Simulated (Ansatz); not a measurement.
Consider the hydrogenolysis of the Si–O bond: `CO[SiH2]N[SiH2]O` + H₂ → `O[SiH2]N[SiH3]` + CH₃OH.

Gas-phase electronic energies from Ansatz, PBE0-D4/def2-TZVP geometries. CCSD(T)/CBS adds triple-zeta CCSD(T) − MP2 to the extrapolated MP2 energy (def2 sets, frozen cores). This one scheme is used for every species. Functionals use def2-TZVPP. One conformer a species, not always the lowest.

```csv
species,PBE0 energy (Eh)
`CO[SiH2]N[SiH2]O`,-827.44847
H₂,-1.16849
`O[SiH2]N[SiH3]`,-712.94870
CH₃OH,-115.63988
```

(1) Work out ΔE.

Largest T1 diagnostic among the species: 0.011.

Answers

(1) ΔE = (-712.94870) + (-115.63988) − (-827.44847) − (-1.16849) = 0.02838 Eh = +17.8 kcal/mol. CCSD(T)/CBS gives +21.6 kcal/mol.

The D4 term adds +3.8 kcal/mol with B3LYP and +2.2 kcal/mol with PBE0; it sums over pairs of atoms, weighted by their polarisabilities, and B3LYP, whose exchange is more repulsive, gets the larger term. In def2-TZVPP, CCSD(T) changes the Hartree–Fock value by +4.2 kcal/mol (the triples alone add +1.1 kcal/mol) and MP2 by +5.9 kcal/mol.

B3LYP here is the variant with VWN-RPA as its local correlation; programs differ in this.
